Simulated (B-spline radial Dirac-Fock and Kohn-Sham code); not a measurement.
## Dipole and non-dipole photoemission parameters of Ho 4s

System: the free holmium atom in the configuration 1s2 2s2 2p6 3s2 3p6 3d10 4s2 4p6 4d10 4f11 5s2 5p6 6s2; threshold 432.4 eV (tabulated edge). Level of theory: Dirac-Hartree-Slater photoionisation with a Latter tail; cross sections with all multipoles, angular parameters from the dipole term and its interference with E2; a B-spline atomic structure program.

Input of the calculation (task.json; shells as n, l, electrons):

```json
{"items": [{
  "Z": 67,
  "q": 0,
  "cfg": [[1, 0, 2], [2, 0, 2], [2, 1, 6], [3, 0, 2], [3, 1, 6], [3, 2, 10], [4, 0, 2], [4, 1, 6], [4, 2, 10], [4, 3, 11], [5, 0, 2], [5, 1, 6], [6, 0, 2]],
  "A": 165,
  "rrms": 5.2022,
  "do": "xps",
  "hv": [53.0, 58.9, 80, 85.9, 99.7, 120.0, 146.0, 200, 260.0, 298.0, 300, 303.0, 315.0, 661.0, 800, 862.0, 894.0, 1450.0, 1486.9, 2110.0, 3610.0, 3630.0, 4050.0, 5414.7, 5460.0, 6000, 6230.0, 10300.0, 11300.0, 12000],
  "edges": {"K": 55618.0, "L1": 9394.0, "L2": 8918.0, "L3": 8071.0, "M1": 2128.0, "M2": 1923.0, "M3": 1741.0, "M4": 1392.0, "M5": 1351.0, "N1": 432.4, "N2": 343.5, "N3": 308.2, "N4": 160.0, "N5": 160.0}
}]}
```

Run with: `python xray2_run.py task.json out`

```
hν (eV)  σ (kb)      β       γ
    661    65.4  1.902   0.553
    800    52.7  1.920   0.548
    862    48.1  1.925   0.538
    894    45.9  1.927   0.532
   1450    23.3  1.948   0.394
 1486.9    22.4  1.949   0.384
   2110    12.8  1.957   0.231
   3610       ?      ?       ?
   3630    4.99  1.965  -0.014
   4050    4.09  1.966  -0.055
 5414.7    2.39  1.969  -0.130
   5460    2.35  1.969  -0.131
   6000    1.97  1.969  -0.141
   6230    1.83  1.970  -0.143
  10300   0.680  1.972  -0.010
  11300   0.564  1.972   0.049
  12000   0.499  1.972   0.094
```

Task: Give the values at 3610 eV.

Result: σ = 5.04 kb, β = 1.965, γ = -0.012. For an s subshell δ is negligible.
